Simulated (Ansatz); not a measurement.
`[F][GaH][O][SiH3]` + HCl → `[F][GaH][Cl]` + silanol at 600 K and 1 bar (ligand exchange at a Ga–O bond).

Gas-phase electronic energies from Ansatz, PBE0-D4/def2-TZVP geometries. CCSD(T)/CBS is the MP2 limit (def2-TZVPP, def2-QZVPP) plus CCSD(T) − MP2 in def2-TZVPP, frozen cores. This one scheme is used for every species. For Ga outer-core shells are correlated without core-valence functions, which leaves a few kJ/mol of doubt a bond. Scalar relativity is left out up to krypton. One conformer a species, not always the lowest.

```csv
species,CCSD(T)/CBS energy (Eh),H − E (kJ/mol),S (J/(mol·K))
`[F][GaH][O][SiH3]`,-2390.49581,156.8,441.0
HCl,-460.38127,35.4,207.2
`[F][GaH][Cl]`,-2484.20089,60.4,341.3
`O[SiH3]`,-366.69042,135.7,307.9
```

H − E and S are ideal-gas, rigid-rotor, harmonic terms from PBE0-D4/def2-TZVP, for one conformer and one mirror image of each species. 1 Eh = 2625.50 kJ/mol, R = 8.31446 J/(mol·K).

By hand: ΔE, ΔH, ΔS and ΔG.

ΔE = (-2484.20089) + (-366.69042) − (-2390.49581) − (-460.38127) = -0.01423 Eh = -37.4 kJ/mol. Δ(H − E) = 60.4 + 135.7 − 156.8 − 35.4 = 3.9, so ΔH = -33.5 kJ/mol. ΔS = 341.3 + 307.9 − 441.0 − 207.2 = 1.0 J/(mol·K). ΔG = -33.5 − 600 × (1.0)/1000 = -34.1 kJ/mol.

By hand: the equilibrium constant, and the temperature at which ΔG would vanish if ΔH and ΔS stayed fixed.

log₁₀ K = −ΔG/(RT ln 10) = 3.0. ΔH and −TΔS have one sign here, so there is no such temperature. One of them is within its doubt of zero, so this could turn.

The number of gas molecules stays the same, so ΔS is small and ΔH decides. A doubt of 5 kJ/mol in ΔE shifts log₁₀ K by 0.4 here. Other conformers and mirror images would add mixing entropy, several J/(mol·K) or more a flexible species. Modes under 60 cm⁻¹, often nearly free rotors, make the harmonic entropy too high. These are equilibria of isolated gas molecules and say nothing of rates. Largest T1 diagnostic: 0.014 (customary marks: 0.02 for closed shells, 0.045 for open ones).
